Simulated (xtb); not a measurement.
H$_{4}$Si$_{2}$, charge -1, doublet, from a rough starting geometry (a state made from the parent by changing its charge; the spin is typed, not shown lowest); GFN2-xTB (xtb).

The xtb input:
```
$ xtb mol.xyz --gfn 2 --chrg -1 --uhf 1 --opt vtight --json

# file mol.xyz
6

Si    -0.42177825     1.29286930     1.12218509
H      0.15643804     2.46668496     0.53907446
Si     0.07878924    -0.56363046    -0.20356577
H      0.81515370    -0.51666099    -1.45053750
H     -1.25643467    -1.08572158    -0.58058204
H      0.64814278    -1.55590714     0.65912525
```

The log (banner, timings and long lists left out):

```
   ID    Z sym.   atoms
    1   14 Si     1, 3
    2    1 H      2, 4-6

           -------------------------------------------------
          |                Calculation Setup                |
           -------------------------------------------------

           -------------------------------------------------
          |                 G F N 2 - x T B                 |
           -------------------------------------------------

          ...................................................
          :                      SETUP                      :
          :.................................................:
          :  # basis functions                  24          :
          :  # atomic orbitals                  22          :
          :  # shells                           10          :
          :  # electrons                        13          :
          :  max. iterations                   250          :
          :  Hamiltonian                  GFN2-xTB          :
          :  restarted?                      false          :
          :  GBSA solvation                  false          :
          :  PC potential                    false          :
          :  electronic temp.          300.0000000     K    :
          :  accuracy                    1.0000000          :
          :  -> integral cutoff          0.2500000E+02      :
          :  -> integral neglect         0.1000000E-07      :
          :  -> SCF convergence          0.1000000E-05 Eh   :
          :  -> wf. convergence          0.1000000E-03 e    :
          :  Broyden damping             0.4000000          :
          :  net charge                         -1          :
          :  unpaired electrons                  1          :
          ...................................................

 iter      E             dE          RMSdq      gap      omega  full diag
   1     -5.4748126 -0.547481E+01  0.995E+00    2.99       0.0  T
   2     -5.5541302 -0.793176E-01  0.107E+01    1.38       1.0  T
   3     -5.6094064 -0.552761E-01  0.719E+00    1.97       1.0  T
   4     -5.5847485  0.246578E-01  0.370E+00    1.80       1.0  T
   5     -5.6122315 -0.274829E-01  0.619E-01    2.27       1.0  T
   6     -5.6113864  0.845072E-03  0.666E-01    2.21       1.0  T
   7     -5.6123012 -0.914826E-03  0.857E-02    2.30       1.0  T
   8     -5.6123043 -0.305517E-05  0.293E-02    2.30       1.4  T
   9     -5.6123047 -0.423058E-06  0.140E-02    2.30       2.9  T
[...]
 * total energy  :    -5.5749631 Eh     change       -0.9247205E-05 Eh
 * total energy  :    -5.5749911 Eh     change       -0.2797767E-04 Eh
 * total energy  :    -5.5750125 Eh     change       -0.2144922E-04 Eh
 * total energy  :    -5.5750216 Eh     change       -0.9107411E-05 Eh
 * total energy  :    -5.5750356 Eh     change       -0.1399137E-04 Eh
 * total energy  :    -5.5750471 Eh     change       -0.1149084E-04 Eh
 * total energy  :    -5.5750516 Eh     change       -0.4488787E-05 Eh
 * total energy  :    -5.5750529 Eh     change       -0.1357829E-05 Eh
 * total energy  :    -5.5750576 Eh     change       -0.4691572E-05 Eh
 * total energy  :    -5.5750581 Eh     change       -0.4621107E-06 Eh
 * total energy  :    -5.5750582 Eh     change       -0.1354766E-06 Eh
 * total energy  :    -5.5750583 Eh     change       -0.7646871E-07 Eh
   *** GEOMETRY OPTIMIZATION CONVERGED AFTER 35 ITERATIONS ***
         :: total energy              -5.575058303507 Eh    ::
[...]
      -------------------------------------------------------------
                  HL-Gap            0.0943760 Eh            2.5681 eV
             Fermi-level           -0.0476717 Eh           -1.2972 eV

     #   Z          covCN         q      C6AA      α(0)
     1  14 Si       1.881    -0.226   216.762    31.289
     2   1 H        0.914    -0.214    11.949     5.407
     3  14 Si       3.679     0.308   102.164    19.366
     4   1 H        0.902    -0.272    18.281     6.689
     5   1 H        0.902    -0.272    18.315     6.696
     6   1 H        0.906    -0.324    27.219     8.162

 Mol. C6AA /au·bohr⁶  :       1740.329134
 Mol. C8AA /au·bohr⁸  :      71954.665412
 Mol. α(0) /au        :         77.608524

Wiberg/Mayer (AO) data.
largest (>0.10) Wiberg bond orders for each atom

 ---------------------------------------------------------------------------
     #   Z sym  total        # sym  WBO       # sym  WBO       # sym  WBO
 ---------------------------------------------------------------------------
     1  14 Si   2.438 --     3 Si   1.467     2 H    0.918
     2   1 H    0.954 --     1 Si   0.918
     3  14 Si   4.052 --     1 Si   1.467     4 H    0.851     5 H    0.851
                             6 H    0.848
     4   1 H    0.926 --     3 Si   0.851
     5   1 H    0.926 --     3 Si   0.851
     6   1 H    0.895 --     3 Si   0.848
 ---------------------------------------------------------------------------

Topologies differ in total number of bonds
Writing topology from bond orders to xtbtopo.mol

molecular dipole:
                 x           y           z       tot (Debye)
 q only:       -0.034       0.012      -0.096
   full:       -0.270      -1.021      -1.531       4.727
molecular quadrupole (traceless):
                xx          xy          yy          xz          yz          zz
 q only:        4.234       1.582      -6.605      -0.023      -3.099       2.371
  q+dip:        6.389       0.137      -5.146      -0.798      -7.886      -1.243
   full:        8.086      -0.223      -4.747      -1.621     -10.014      -3.339

optimized geometry written to: xtbopt.xyz

           -------------------------------------------------
          | TOTAL ENERGY               -5.575058303507 Eh   |
          | GRADIENT NORM               0.000108692854 Eh/α |
          | HOMO-LUMO GAP               2.568101270614 eV   |
           -------------------------------------------------

normal termination of xtb
```
